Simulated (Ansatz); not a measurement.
`[SiH3]BO[SiH3]` + `NBF` → `FBN[SiH3]` + `BO[SiH3]` at 298.15 K and 1 bar (cleavage of the Si–B bond).

Isolated molecules relaxed with PBE0-D4/def2-TZVP in Ansatz; ΔE leaves out vibrations. CBS: MP2 limit from def2 TZ/QZ plus the TZ coupled-cluster correction, frozen cores. This one scheme is used for every species. Each species was taken in one conformer, which may not be the lowest.

```tsv
species	CCSD(T)/CBS energy (Eh)	H − E (kJ/mol)	S (J/(mol·K))
`[SiH3]BO[SiH3]`	-682.38605	197.8	359.6
`NBF`	-181.19761	123.9	257.1
`FBN[SiH3]`	-471.49367	169.8	317.6
`BO[SiH3]`	-392.11480	149.0	292.2
```

H − E and S are ideal-gas, rigid-rotor, harmonic terms from PBE0-D4/def2-TZVP, for one conformer and one mirror image of each species. 1 Eh = 2625.50 kJ/mol, R = 8.31446 J/(mol·K).

**Question.** By hand: ΔE, ΔH, ΔS and ΔG.

**Answer.** ΔE = (-471.49367) + (-392.11480) − (-682.38605) − (-181.19761) = -0.02481 Eh = -65.1 kJ/mol. Δ(H − E) = 169.8 + 149.0 − 197.8 − 123.9 = -2.9, so ΔH = -68.0 kJ/mol. ΔS = 317.6 + 292.2 − 359.6 − 257.1 = -6.9 J/(mol·K). ΔG = -68.0 − 298.15 × (-6.9)/1000 = -65.9 kJ/mol.

**Question.** By hand: the equilibrium constant, and the temperature at which ΔG would vanish if ΔH and ΔS stayed fixed.

**Answer.** log₁₀ K = −ΔG/(RT ln 10) = 11.5. ΔG = 0 at ΔH/ΔS = 9855 K, far beyond where these terms or the molecules hold.

The number of gas molecules stays the same, so ΔS is small and ΔH decides. A doubt of 5 kJ/mol in ΔE shifts log₁₀ K by 0.9 here. Other conformers and mirror images would add mixing entropy, several J/(mol·K) or more a flexible species. Modes under 60 cm⁻¹, often nearly free rotors, make the harmonic entropy too high. These are equilibria of isolated gas molecules and say nothing of rates. Largest T1 diagnostic: 0.014 (customary marks: 0.02 for closed shells, 0.045 for open ones).
